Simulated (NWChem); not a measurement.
System: C$_{2}$H$_{7}$FOSi; SMILES F[SiH2]COC

```xyz
12

C      0.5345    -2.3077     0.4036
O     -0.2070    -1.5279    -0.4867
C     -0.7725    -0.3681     0.0904
Si     0.3890     1.0789    -0.2721
F     -0.1231     2.4082     0.5228
H     -0.0989    -2.7155     1.2163
H      1.3681    -1.7475     0.8701
H      0.9584    -3.1485    -0.1632
H     -1.7538    -0.1923    -0.3830
H     -0.9681    -0.4935     1.1731
H      0.3898     1.3848    -1.7288
H      1.7712     0.7681     0.1905
```
Atoms are numbered in this order, from 1.

Computed with NWChem. Pople sets run with spherical d functions. All runs use the structure optimised with PBE0/def2-SVP. No frequency run checked for a minimum. Absolute isotropic GIAO shieldings of the H sites, static isolated molecule, three-fold rotors averaged.

| row | σ, B3LYP/6-31G* (ppm) | σ, PBE/pcSseg-1 (ppm) |
|---|---|---|
| H12 | 26.81 | 25.98 |
| H11 | 26.91 | 26.14 |
| H9 | 28.44 | 27.20 |
| H6 (rotor mean) | 28.82 | 27.89 |
| H10 | 29.23 | withheld |

Q: Fit a straight line of the last column on the one before it, predict the withheld value, and compare with the run.

A: 
1. Means of the 4 shown rows: x = 27.745, y = 26.803. Slope Σ(x − x̄)(y − ȳ)/Σ(x − x̄)² = 2.768/3.210 = 0.8621; intercept 2.884.
2. The shown rows scatter about the line by 0.132 (root mean square); the largest residual is -0.20, at H9.
3. At x = 29.23 (H10; beyond the shown range) the line gives 28.08.
4. The run gives 28.28, +0.20 from the line, 1.5 times the scatter.
